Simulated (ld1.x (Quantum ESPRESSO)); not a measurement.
**phosphorus (P): one change to a TM potential, before and after**

phosphorus (P), norm-conserving Troullier–Martins (Kleinman–Bylander form), made with ld1.x (Quantum ESPRESSO) 7.5 (Wu–Cohen, scalar-relativistic). Core [Ne], reference 3s2 3p3. Waves: 3s (bound): rc 1.30 bohr; 3p (bound): rc 1.55 bohr. Local part: all-electron potential smoothed inside 1.45 bohr (lloc = -1). Core correction: Bessel-smoothed model core, default radius (core density twice the valence density).

Change: local potential the p channel.

Cutoffs: the cutoffs (Ry, on a coarse ladder) from which the occupation-weighted sum of valence levels, in a spherical-Bessel basis at the reference potential, stays within 10 and 1 mRy of its value at 400 Ry; they do not see the model core or the augmentation charge, which bear on the density cutoff. Errors are all-electron minus pseudo energies relative to the spin-unpolarised reference configuration.

Question: What does the change do?

Answer: The potential gets neither clearly harder nor softer (35 Ry and 80 Ry → 40 Ry and 80 Ry); of the 7 tests that both files solve, the error grows in 2 and shrinks in 5 by more than 15 % and 0.3 meV (median size 6.3 → 6.3 meV); the range in which the s phases agree widens (upper end 2.0 → at the end of the scan); neither file shows a bound ghost.

```csv
quantity,base,changed
"cutoff, loose",35 Ry,40 Ry
"cutoff, tight",80 Ry,80 Ry
bound ghosts,none,none
"error for 3s2 3p2, meV [ΔE 9.71 eV]",+4.1,+2.5
"error for 3s2 3p1, meV [ΔE 28.85 eV]",+29,+19
"error for 3s2 3p0, meV [ΔE 58.60 eV]",+98,+65
"error for 3s1 3p3, meV [ΔE 18.81 eV]",+6.3,+2.9
"error for 3s1 3p4, meV [ΔE 8.52 eV]",-1.1,-1.6
"error for 3s1 3p0, meV [ΔE 110.59 eV]",+202,+137
"error for 3s0 3p5, meV [ΔE 17.17 eV]",-5.0,-6.3
s: phases at 1.71 bohr within 0.05 rad from the reference energy up to (Ry; the scan ends near 5),2.0,to the end of the scan
p: phases at 1.71 bohr within 0.05 rad from the reference energy up to (Ry; the scan ends near 5),4.5,to the end of the scan
```
